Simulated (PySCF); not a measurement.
Job file and geometry (Å, from GFN2-xTB) of a spin–spin coupling run on SMILES C#CB(N)NC, C₃H₇BN₂, B3LYP/pcJ-1 indirect spin-spin coupling, non-relativistic, gas phase in PySCF; density fitting, a coarse starting grid and PySCF grid level 2 are the driver's defaults:

```
$ OMP_NUM_THREADS=1 python probes_run.py task.json out

{"job": {"kind": "j", "xc": "B3LYP", "basis": "pcJ-1"}, "charge": 0, "multiplicity": 1}
C      1.906165    -1.683291    -0.553455
C      1.272492    -0.700503    -0.274945
B      0.467144     0.550024     0.080678
N      1.145612     1.764453     0.297116
N     -0.931741     0.482020     0.188625
C     -1.762953    -0.679507     0.001721
H      2.461225    -2.543287    -0.797513
H      0.685746     2.625761     0.531615
H      2.142719     1.849162     0.230225
H     -1.456115     1.310619     0.425192
H     -1.129117    -1.528419    -0.247550
H     -2.481577    -0.528642    -0.811839
H     -2.323987    -0.917905     0.912402
```

Task: Write the output of this run.

Result: 
```
coarse grid: 10808 points
cycle   1  E = -252.8089596697  dE =  6.472e-01  |g| = 6.110e-01  |ddm| = 2.968e+00
cycle   2  E = -252.7494902102  dE =  5.947e-02  |g| = 7.962e-01  |ddm| = 1.010e+00
cycle   3  E = -252.8864487977  dE = -1.370e-01  |g| = 2.063e-01  |ddm| = 6.237e-01
cycle   4  E = -252.8962370702  dE = -9.788e-03  |g| = 6.747e-02  |ddm| = 1.662e-01
cycle   5  E = -252.8972016076  dE = -9.645e-04  |g| = 2.202e-02  |ddm| = 4.802e-02
cycle   6  E = -252.8973127426  dE = -1.111e-04  |g| = 2.478e-03  |ddm| = 1.560e-02
cycle   7  E = -252.8973139669  dE = -1.224e-06  |g| = 6.734e-04  |ddm| = 1.991e-03
final grid: 104424 points
cycle   8  E = -252.9400714255  dE = -9.149e-05  |g| = 7.272e-03  |ddm| = 2.089e-02
cycle   9  E = -252.9400646753  dE =  6.750e-06  |g| = 9.305e-03  |ddm| = 9.511e-03
cycle  10  E = -252.9400823971  dE = -1.772e-05  |g| = 7.773e-04  |ddm| = 5.258e-03
cycle  11  E = -252.9400824792  dE = -8.213e-08  |g| = 5.128e-04  |ddm| = 8.468e-04
cycle  12  E = -252.9400825321  dE = -5.289e-08  |g| = 1.881e-04  |ddm| = 3.770e-04
cycle  13  E = -252.9400825408  dE = -8.680e-09  |g| = 2.843e-05  |ddm| = 1.311e-04
cycle  14  E = -252.9400825409  dE = -1.742e-10  |g| = 9.641e-06  |ddm| = 2.391e-05
converged SCF energy = -252.9400825409

Indirect spin-spin couplings (Hz)
  i      j    bonds     total        FC       PSO       DSO        SD
  0 C    1 C    1    162.552   156.639     5.837     0.075         -
  0 C    2 B    2     20.485    19.164     1.147    -0.128     0.302
  0 C    3 N    3     -1.136    -1.144     0.092     0.027    -0.112
  0 C    4 N    3     -1.028    -1.084     0.176     0.025    -0.144
  0 C    5 C    4      0.207     0.198     0.036    -0.027         -
  0 C    6 H    1    250.919   251.716    -1.188     0.391         -
  0 C    7 H    4      1.327     1.303     0.469    -0.445         -
  0 C    9 H    4      1.406     1.453     0.406    -0.453         -
  0 C   10 H    5     -0.157     0.138    -0.470     0.174         -
  1 C    2 B    1    108.076   108.751    -1.394     0.329     0.390
  1 C    3 N    2     -4.886    -4.865    -0.063    -0.008     0.049
  1 C    4 N    2     -4.175    -4.147    -0.076    -0.013     0.062
  1 C    5 C    3      3.002     3.032    -0.058     0.028         -
  1 C    6 H    2     45.787    41.255     5.763    -1.231         -
  1 C    7 H    3      9.497     9.481     0.510    -0.495         -
  1 C    8 H    3      3.395     3.292     0.006     0.097         -
  1 C    9 H    3      7.540     7.503     0.520    -0.484         -
  1 C   11 H    4     -0.387    -0.406     0.169    -0.151         -
  1 C   12 H    4     -0.389    -0.407     0.168    -0.150         -
  2 B    3 N    1    -36.809   -38.829     2.307    -0.111    -0.175
  2 B    4 N    1    -37.885   -40.021     2.523    -0.131    -0.257
  2 B    5 C    2      3.106     3.269    -0.099    -0.059    -0.005
  2 B    6 H    3      3.900     3.710     0.614    -0.504     0.080
  2 B    7 H    2      1.950     2.914    -0.043    -0.796    -0.126
  2 B    8 H    2      2.257     3.163    -0.041    -0.765    -0.101
  2 B    9 H    2      2.333     3.345    -0.239    -0.642    -0.131
  2 B   10 H    3      5.023     5.231    -0.345     0.163    -0.026
  2 B   11 H    3      2.503     2.564     0.396    -0.446    -0.011
  2 B   12 H    3      2.456     2.517     0.393    -0.443    -0.010
  3 N    4 N    2      1.979     1.740    -0.079    -0.001     0.319
  3 N    5 C    3     -1.505    -1.524    -0.003     0.033    -0.011
  3 N    6 H    4      0.743     0.666    -0.047     0.113     0.010
  3 N    7 H    1    -84.710   -80.875    -3.127    -0.264    -0.444
  3 N    8 H    1    -89.011   -85.459    -2.866    -0.256    -0.430
  3 N    9 H    3     -1.679    -1.927     0.161    -0.001     0.088
  3 N   10 H    4      0.161     0.123    -0.069     0.104     0.004
  3 N   11 H    4     -0.166    -0.182    -0.102     0.112     0.005
  3 N   12 H    4     -0.164    -0.180    -0.101     0.112     0.005
  4 N    5 C    1    -12.806   -11.965    -0.079    -0.078    -0.684
  4 N    6 H    4      0.613     0.511    -0.022     0.111     0.013
  4 N    7 H    3     -1.328    -1.599     0.174     0.005     0.092
  4 N    8 H    3     -4.589    -4.639    -0.184     0.230     0.005
  4 N    9 H    1    -82.268   -78.376    -3.117    -0.379    -0.397
  4 N   10 H    2      0.201     0.415    -0.249     0.062    -0.026
  4 N   11 H    2      0.398     0.516    -0.221     0.097     0.005
  4 N   12 H    2      0.422     0.540    -0.221     0.097     0.006
  5 C    6 H    5     -0.194    -0.165     0.140    -0.170         -
  5 C    8 H    4      1.426     1.463     0.363    -0.400         -
  5 C    9 H    2      0.779     0.724     0.558    -0.503         -
  5 C   10 H    1    141.199   139.941     0.546     0.712         -
  5 C   11 H    1    138.633   137.207     0.766     0.660         -
  5 C   12 H    1    138.530   137.103     0.767     0.660         -
  6 H    7 H    5     -0.239    -0.116     1.318    -1.441         -
  6 H   11 H    6     -0.183    -0.090     0.715    -0.808         -
  6 H   12 H    6     -0.184    -0.092     0.714    -0.807         -
  7 H    8 H    2     -2.451    -3.393     6.456    -5.514         -
  7 H    9 H    4      0.153     0.113    -1.442     1.482         -
  7 H   11 H    5     -0.308    -0.222     0.822    -0.908         -
  7 H   12 H    5     -0.309    -0.223     0.821    -0.907         -
  8 H   10 H    5     -0.226    -0.123     1.072    -1.175         -
  8 H   11 H    5     -0.323    -0.228     1.284    -1.379         -
  8 H   12 H    5     -0.324    -0.229     1.281    -1.377         -
  9 H   10 H    3     15.220    15.257     3.694    -3.731         -
  9 H   11 H    3      2.316     2.467     0.827    -0.977         -
  9 H   12 H    3      2.351     2.502     0.820    -0.970         -
 10 H   11 H    2    -13.825   -13.845     2.572    -2.552         -
 10 H   12 H    2    -13.856   -13.876     2.569    -2.550         -
 11 H   12 H    2    -10.315   -10.366     2.707    -2.656         -
```

Size and cost of the density-fitted run: 232 basis functions, 70 s wall time on 1 thread of an Arm Neoverse N1, shared host; peak memory 0.94 GiB.
